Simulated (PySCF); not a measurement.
PySCF job for C₂H₁₂OSi₃, SMILES O([C@@H](C)[SiH3])[SiH2][SiH3], PBE/pcSseg-1. The structure is a stationary point at B3LYP-D3(BJ)/def2-SVP. The structure was generated by enumeration; whether it is a known compound was not checked. Other conformers were not sampled.

```python
import numpy as np
from pyscf import gto, scf, dft
from pyscf.prop.nmr import rks as nmr

mol = gto.M(
    atom='''
    C    -1.08097482   -1.79365390   -0.00236927
    C    -0.98799678   -0.30525974   -0.32704821
    Si   -2.68106148    0.53423204   -0.59908586
    O    -0.37032621    0.43272536    0.73083733
    Si    1.23966248    0.33580056    1.18783500
    Si    2.62730131    0.04658305   -0.69868755
    H    -1.64941059   -1.95580036    0.92701349
    H    -0.07883272   -2.23536237    0.13302985
    H    -1.57947969   -2.34355267   -0.81647610
    H    -0.39745923   -0.18229333   -1.25930167
    H    -3.39779617   -0.12698719   -1.73175625
    H    -3.49988464    0.40268968    0.63933250
    H    -2.47800213    1.97408871   -0.92117443
    H     1.55398411    1.61199099    1.88635712
    H     1.47939595   -0.78929202    2.14473681
    H     2.36950047   -1.27067377   -1.35535458
    H     2.39288715    1.12599810   -1.70376811
    H     4.05890436    0.08825442   -0.27369453
    ''',
    basis='pcSseg-1',
    charge=0,
    spin=0,
    max_memory=1600,
    verbose=3,
)
mf = dft.RKS(mol, xc='pbe').density_fit(auxbasis='def2-universal-jkfit')
mf.grids.level = 3
mf.conv_tol = 1e-10
mf.max_cycle = 100
mf.kernel()
n = nmr.NMR(mf)
n.verbose = 2
n.max_cycle_cphf = 60
sigma = n.kernel()
print('atom   isotropic/ppm   span/ppm')
for i, s in enumerate(sigma):
    w = np.linalg.eigvalsh((s + s.T) / 2)
    print(f'{mol.atom_symbol(i):2s}{i + 1:3d} {w.mean():14.3f} {w[2] - w[0]:11.3f}')
```

Program output:

```
converged SCF energy = -1026.43687077578
atom   isotropic/ppm   span/ppm
C   1        157.077      35.086
C   2        110.996      86.382
Si  3        398.325      98.010
O   4        291.988     102.903
Si  5        352.980     199.604
Si  6        454.348      14.675
H   7         29.804       7.769
H   8         29.433       8.869
H   9         30.008      10.071
H  10         27.327       4.703
H  11         27.340       8.444
H  12         27.391       7.121
H  13         27.204       8.197
H  14         25.793       8.453
H  15         25.497       8.752
H  16         27.451       7.295
H  17         27.464       8.031
H  18         27.934       8.221
```

The run converged.
